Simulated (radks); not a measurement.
Fractional charge and spin in the 5s shell of europium: the spin-up occupation runs from 0 to 1 and the spin-down occupation from 0 to 1; the fullest corner is Eu2+, [Kr] 4d10 4f(up 3.5, down 3.5) 5p6 5s(up 1, down 1). Method: scalar-relativistic Kohn-Sham, BLYP, spin-polarised, spherical densities, point nucleus; computed with a radial shooting solver on a logarithmic mesh with Libxc functionals. Energy (eV) minus the two flat planes that join the four corners (they meet along the diagonal where the two added fractions sum to one electron); zero is where a piecewise linear energy would lie.

down \ up       0     0.5       1
0           0.000  -1.781   0.000
0.5        -1.781   0.229  -1.673
1           0.000  -1.673   0.000

Corners above the fullest one (they belong to Eu3+ and the next ion): (up 1, down 0) 64.659 eV, (up 0, down 1) 64.659 eV, (up 0, down 0) 144.07 eV. With half an added electron in each spin the energy lies 0.229 eV from the planes, and with half an added electron in spin up alone -1.781 eV. The planes are only a guide here: the flat-plane condition holds for ground states with one frontier orbital, while this shell lies below other occupied shells, so the corners above the fullest one are inner-hole states and not the ground states of those ions.
